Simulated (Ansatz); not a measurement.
This geometry of ClH + FH3OSi (8 atoms, charge 0, multiplicity 1) is a first-order saddle point.

Computed with RKS r2SCAN-D4/def2-SVP (Ansatz).

```xyz
8
Properties=species:S:1:pos:R:3
Si -0.471 -0.316 -0.031
F 1.181 -1.168 0.678
H -0.470 -0.897 -1.392
H -1.128 -1.207 0.954
O -1.339 1.062 0.255
H 1.747 -0.398 0.275
Cl 1.476 1.063 -0.568
H -0.997 1.861 -0.172
```

Task: Which two structures does it join? (They come from a converged band through this point; their orientation in space is the band's.)

Result: Bonds broken: Si1–F2, H6–Cl7. Bonds formed: Si1–Cl7, F2–H6. ClH + FH3OSi becomes ClH3OSi + FH.

Image 0:

```xyz
8
Properties=species:S:1:pos:R:3
Si -0.759 -0.677 0.084
F 0.724 -1.046 0.698
H -0.688 -1.053 -1.351
H -1.764 -1.450 0.847
O -1.067 0.915 0.344
H 1.935 0.349 0.079
Cl 2.064 1.424 -0.639
H -0.444 1.538 -0.061
```

Image 6:

```xyz
8
Properties=species:S:1:pos:R:3
Si -0.495 0.115 0.038
F 1.681 -1.885 0.202
H -0.433 -0.644 -1.235
H -0.688 -0.693 1.255
O -1.710 1.236 0.032
H 2.079 -1.042 0.251
Cl 1.359 1.109 0.202
H -1.794 1.803 -0.744
```

Task: How far does it lie above each of them?

Result: 31.5 kcal/mol above the first and 19.6 kcal/mol above the second. This is the barrier of this one path; another mechanism may lie lower. The orbitals stay closed-shell, which can raise the energy where a bond breaks towards radicals; this wasn't checked here.

Run time: 3.7 min on 2 threads of Arm Neoverse V1 (shared host), peak memory 0.14 GiB.
